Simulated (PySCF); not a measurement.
Highest occupied level (eV) of eight silicon and germanium compounds: PBE beside ωB97X, computed with PySCF for isolated molecules in the bases named; differences from unrounded values. The eight are the first of their class met in an unordered collection, after screening for sound electronic states; none was chosen by its value. Each molecule has one DFT geometry for both levels.

```tsv
molecule	basis	ωB97X
GeCl2, SMILES [Cl][Ge][Cl] (connectivity only; charge and spin as stated), neutral, multiplicity 1	def2-TZVPD	-10.36
Ge(H)2(vinyl)2 (C₄H₈Ge), SMILES C=[CH][GeH2][CH]=C	def2-TZVP	-10.07
Si(F)2(Et)(NH2) (C2H7F2NSi), SMILES CC[Si](N)(F)F	def2-TZVP	-10.68
C₂H₇FSi₂, SMILES F[SiH2]/C=C\[SiH3]	def2-TZVP	-10.43
FH₆NOSi₂, SMILES O[Si@H](F)N[SiH3]	def2-TZVP	-10.52
3-silyloxypropanenitrile (C3H7NOSi), SMILES O(CCC#N)[SiH3]	def2-TZVP	-11.12
Si(H)2(OAc)(OH) (C₂H₆O₃Si), SMILES CC(=O)O[SiH2]O	def2-TZVP	-10.64
C3H5ClGeO, SMILES [CH]([GeH2][C](Cl)=C)=O	def2-TZVP	-9.37
```

Question: Estimate the PBE values and say how PBE differs from ωB97X over the set. (An estimate is asked for; the answer gives what the named calculation found.)

Answer: 
```json
[
 {"molecule": "GeCl2, SMILES [Cl][Ge][Cl] (connectivity only; charge and spin as stated), neutral, multiplicity 1", "PBE": "-7.07", "difference": "3.29"},
 {"molecule": "Ge(H)2(vinyl)2 (C₄H₈Ge), SMILES C=[CH][GeH2][CH]=C", "PBE": "-6.61", "difference": "3.45"},
 {"molecule": "Si(F)2(Et)(NH2) (C2H7F2NSi), SMILES CC[Si](N)(F)F", "PBE": "-6.59", "difference": "4.08"},
 {"molecule": "C₂H₇FSi₂, SMILES F[SiH2]/C=C\\[SiH3]", "PBE": "-6.99", "difference": "3.43"},
 {"molecule": "FH₆NOSi₂, SMILES O[Si@H](F)N[SiH3]", "PBE": "-6.68", "difference": "3.83"},
 {"molecule": "3-silyloxypropanenitrile (C3H7NOSi), SMILES O(CCC#N)[SiH3]", "PBE": "-7.13", "difference": "3.98"},
 {"molecule": "Si(H)2(OAc)(OH) (C₂H₆O₃Si), SMILES CC(=O)O[SiH2]O", "PBE": "-6.45", "difference": "4.19"},
 {"molecule": "C3H5ClGeO, SMILES [CH]([GeH2][C](Cl)=C)=O", "PBE": "-5.72", "difference": "3.65"}
]
```
PBE lies below ωB97X in 0 and above it in 8 of the eight; the mean signed difference is 3.74 and the largest 4.19 eV.
